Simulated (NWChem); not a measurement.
Species: C$_{2}$H$_{2}$BFO; SMILES B(F)(O)C#C

```xyz
7

B     -0.0108     0.4896     0.0000
C     -0.0623    -1.0496     0.0000
C     -0.0658    -2.2775     0.0000
H     -0.0824    -3.3598     0.0000
F     -1.1427     1.2008     0.0000
O      1.1576     1.1846     0.0000
H      1.9288     0.5900     0.0000
```
Atoms are numbered in this order, from 1.

Geometry: optimised at PBE-D3(BJ)/def2-SVP.

Symmetry labels are those of Cs in the frame above (b1 and b2, or b-type labels, depend on it).

Task: List the 4 lowest vertical singlet excitations from PBE/def2-SVP, full TDDFT (NWChem).

Result: 
| state | energy (eV) | oscillator strength | symmetry | leading excitation (squared amplitude) |
|---|---|---|---|---|
| S1 | 5.35 | 0.000 | a" | HOMO → LUMO (1.00) |
| S2 | 6.07 | 0.043 | a' | HOMO−1 → LUMO (0.72) |
| S3 | 6.80 | 0.000 | a" | HOMO−1 → LUMO+1 (0.99) |
| S4 | 7.12 | 0.001 | a" | HOMO−3 → LUMO (0.99) |
